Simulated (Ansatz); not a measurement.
Computed with Ansatz on PBE0-D4/def2-TZVP structures; ΔE is electronic, products minus reactants. CBS: MP2 limit from def2 TZ/QZ plus the TZ coupled-cluster correction, frozen cores. This one scheme is used for every species. DFT in def2-TZVPP. B3LYP here is the variant with VWN-RPA as its local correlation; programs differ in this. HSE06 is defined as in plane-wave codes. For Br, Ge outer-core shells are correlated without core-valence functions, which leaves a few kJ/mol of doubt a bond. Scalar relativity is left out up to krypton. One conformer a species, not always the lowest.

Consider the ligand exchange at a Ge–S bond: `C[S][GeH2][Cl]` + HBr → `[Cl][GeH2][Br]` + CH₃SH.

```json
{"level": "LDA (SPW92)", "ΔE (kJ/mol)": "-19.2", "difference from CCSD(T)/CBS": "5.4"}
{"level": "PBE-D4", "ΔE (kJ/mol)": "-22.3", "difference from CCSD(T)/CBS": "2.3"}
{"level": "revPBE-D4", "ΔE (kJ/mol)": "-20.4", "difference from CCSD(T)/CBS": "4.2"}
{"level": "B97M-V", "ΔE (kJ/mol)": "-25.5", "difference from CCSD(T)/CBS": "-0.9"}
{"level": "r2SCANh-D4", "ΔE (kJ/mol)": "-26.5", "difference from CCSD(T)/CBS": "-1.9"}
{"level": "BHLYP-D4", "ΔE (kJ/mol)": "-30.8", "difference from CCSD(T)/CBS": "-6.2"}
{"level": "ωB97M-V", "ΔE (kJ/mol)": "-27.9", "difference from CCSD(T)/CBS": "-3.3"}
{"level": "PBE", "ΔE (kJ/mol)": "-26.5", "difference from CCSD(T)/CBS": "-1.9"}
{"level": "revPBE", "ΔE (kJ/mol)": "-29.3", "difference from CCSD(T)/CBS": "-4.7"}
{"level": "B3LYP", "ΔE (kJ/mol)": "-32.8", "difference from CCSD(T)/CBS": "-8.2"}
{"level": "r2SCANh", "ΔE (kJ/mol)": "-27.9", "difference from CCSD(T)/CBS": "-3.3"}
{"level": "HSE06", "ΔE (kJ/mol)": "-29.4", "difference from CCSD(T)/CBS": "-4.8"}
{"level": "CAM-B3LYP", "ΔE (kJ/mol)": "-31.7", "difference from CCSD(T)/CBS": "-7.1"}
{"level": "CCSD/def2-SVP", "ΔE (kJ/mol)": "-26.5", "difference from CCSD(T)/CBS": "-1.9"}
{"level": "CCSD/def2-TZVPP", "ΔE (kJ/mol)": "-28.2", "difference from CCSD(T)/CBS": "-3.6"}
{"level": "SCS-MP2/def2-QZVPP", "ΔE (kJ/mol)": "-27.6", "difference from CCSD(T)/CBS": "-3.0"}
{"level": "CCSD(T)/CBS", "ΔE (kJ/mol)": "-24.6", "difference from CCSD(T)/CBS": "0"}
```

Largest T1 diagnostic among the species: 0.010.

In def2-TZVPP, CCSD(T) changes the Hartree–Fock value by +18.4 kJ/mol (the triples alone add +3.0 kJ/mol) and MP2 by +19.2 kJ/mol. Leaving LDA and LC-ωPBE aside and taking each functional with its dispersion term where it has one, the values spread over 10.4 kJ/mol, from BHLYP-D4 to revPBE-D4. LDA lies +7.2 kJ/mol from PBE without D4.
